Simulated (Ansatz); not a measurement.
Relaxation of a periodic cell of 30 atoms, BH2F3 (contents 5 BF3 + 5 H2, density as packed 0.87 g/cm³ with natural masses), to a largest force component of 0.3 eV/Å in at most 15 steps.

These are results of Ansatz 0.2.0, DFT PBE-D3(BJ), scalar-relativistic, plane waves, PAW, not measurements. Settings: accuracy low, cutoff 420 eV, k mesh 1x1x1, fermi-dirac smearing 0.02 eV, no spin polarisation.

```xyz
30
Lattice="8.7198 0.0000 0.0000 0.0000 8.7198 0.0000 0.0000 0.0000 8.7198" Properties=species:S:1:pos:R:3
B 1.673 6.436 5.175
F 0.822 6.829 6.106
F 1.270 5.630 4.208
F 2.928 6.849 5.211
B 5.312 0.910 7.001
F 4.967 2.177 7.153
F 6.581 0.588 6.817
F 4.389 -0.035 7.031
B 0.201 7.324 0.797
F -0.445 8.101 1.650
F 1.483 7.061 0.984
F -0.434 6.811 -0.241
B 2.551 1.984 4.180
F 3.420 2.444 3.298
F 1.815 2.826 4.885
F 2.416 0.681 4.358
B 2.527 4.493 0.202
F 2.814 5.434 -0.681
F 3.154 3.331 0.158
F 1.612 4.716 1.130
H 8.013 4.212 5.997
H 7.832 4.034 5.305
H 6.636 0.281 1.224
H 6.149 0.763 1.495
H 0.103 1.547 8.049
H 0.532 1.957 7.612
H 7.573 5.811 4.796
H 6.960 5.909 5.193
H 8.295 8.024 5.236
H 8.294 8.032 4.499
```

Q: Where does it end, and by what steps?

A: It converged. The threshold is loose, so the end isn't yet a minimum. The force dipped under the threshold on the way, but the program's further checks kept it going. Limits of this set-up: coarse k mesh, low accuracy level. After 8 steps the energy has fallen by 1.253 eV; H30 moved furthest, 1.06 Å.

| step | energy less start (eV) | largest force component (eV/Å) | accepted |
| --- | --- | --- | --- |
| 0 | 0.0000 | 0.840 | yes |
| 1 | -0.5457 | 0.568 | yes |
| 2 | -0.8363 | 0.361 | yes |
| 3 | -1.0190 | 0.433 | yes |
| 4 | -1.1213 | 0.110 | yes |
| 5 | -1.1735 | 0.465 | yes |
| 6 | -1.1774 | 0.726 | yes |
| 7 | -1.2528 | 0.072 | yes |
| 8 | -1.2528 | 0.071 | yes |

```xyz
30
Lattice="8.7198 0.0000 0.0000 0.0000 8.7198 0.0000 0.0000 0.0000 8.7198" Properties=species:S:1:pos:R:3
B 1.930 6.474 4.974
F 1.291 6.953 6.027
F 1.246 6.058 3.915
F 3.251 6.402 4.966
B 5.150 0.573 6.987
F 4.867 1.683 6.308
F 6.413 0.253 7.208
F 4.168 -0.201 7.407
B 0.507 7.478 0.877
F -0.137 8.435 1.536
F 1.826 7.407 0.949
F -0.175 6.601 0.162
B 2.813 2.154 4.393
F 3.640 2.739 3.545
F 2.115 2.885 5.250
F 2.660 0.837 4.373
B 2.512 3.812 0.149
F 2.606 4.666 -0.857
F 3.355 2.790 0.229
F 1.589 3.978 1.084
H 8.003 3.960 6.408
H 7.936 3.631 5.735
H 5.940 0.714 1.342
H 5.344 1.164 1.433
H 0.390 1.594 8.108
H 0.895 1.573 7.550
H 6.811 6.278 4.691
H 6.114 6.262 4.977
H 8.214 8.971 4.927
H 8.172 9.035 4.179
```

Run time: 41 s on 1 CPU thread of a shared host.
